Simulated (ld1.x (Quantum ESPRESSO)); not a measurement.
**Plane-wave convergence, PAW potential for Mn (Z = 25)**

* Element: Mn
* Generator: ld1.x (Quantum ESPRESSO) 7.5
* Type: PAW
* Functional: revPBE
* Relativity: scalar-relativistic
* Frozen core: [Ne]
* Valence charge: 15
* Reference configuration: 3s2 3p6 3d5 4s2 4p0
* Partial waves: 3s (bound): rcut 1.20, rcutus 1.45 bohr; 4s (bound): rcut 1.20, rcutus 1.45 bohr; 3p (bound): rcut 1.35, rcutus 1.75 bohr; 4p (bound, empty): rcut 1.35, rcutus 1.75 bohr; 3d (bound): rcut 1.05, rcutus 1.15 bohr; 3d channel at -0.2 Ry: rcut 1.05, rcutus 1.15 bohr; 4f channel at -0.05 Ry: rcut 1.75, rcutus 2.00 bohr; 4f channel at 2.2 Ry: rcut 1.75, rcutus 2.00 bohr
* Local potential: all-electron potential smoothed inside 1.95 bohr (lloc = -1)
* Core correction: Bessel-smoothed model core inside 0.80 bohr
* Augmentation charge: PSQ, inside the norm-conserving radii

The pseudo-atom Hamiltonian at the reference potential is diagonalised in spherical Bessel functions j_l(qr) that vanish at 20 bohr, with q² up to the cutoff. All-electron valence levels (Ry): 3s -6.3160, 4s -0.3712, 3p -4.0126, 4p -0.0989, 3d -0.4936.

**Question.** How do the lowest levels (Ry) of each channel move with the cutoff, and are there ghosts?

**Answer.**

```tsv
cutoff (Ry)	s #1	s #2	p #1	p #2	p #3	d #1	f #1	f #2	Σ f·Δε (mRy)
8	-5.8958	-0.2767	-3.5645	-0.0484	0.0596	0.0488	0.1065	0.2269	6432.5
12	-6.1875	-0.3086	-3.8832	-0.0584	0.0553	0.0480	0.1065	0.2269	3869.1
18	-6.2953	-0.3324	-3.9925	-0.0655	0.0527	0.0460	0.1065	0.2269	2940.1
30	-6.3153	-0.3581	-4.0121	-0.0801	0.0480	0.0012	0.1064	0.2269	2507.2
40	-6.3156	-0.3700	-4.0123	-0.0959	0.0437	-0.2528	0.1064	0.2269	1211.4
50	-6.3159	-0.3714	-4.0126	-0.0985	0.0430	-0.4124	0.1064	0.2269	408.4
60	-6.3160	-0.3715	-4.0126	-0.0987	0.0430	-0.4691	0.1064	0.2269	124.7
80	-6.3160	-0.3716	-4.0126	-0.0990	0.0429	-0.4923	0.1064	0.2269	8.2
110	-6.3160	-0.3716	-4.0126	-0.0991	0.0429	-0.4932	0.1064	0.2269	3.5
140	-6.3160	-0.3716	-4.0126	-0.0991	0.0428	-0.4938	0.1064	0.2269	0.5
180	-6.3160	-0.3716	-4.0126	-0.0991	0.0428	-0.4938	0.1064	0.2269	0.3
400	-6.3160	-0.3716	-4.0126	-0.0991	0.0428	-0.4939	0.1064	0.2269	0.0
```

Result: no extra level below or beside the all-electron valence levels (s, p, d, f tested); 10 mRy is reached at 80 Ry and 1 mRy at 140 Ry.

3 of 7 tests not solved or not reliable.
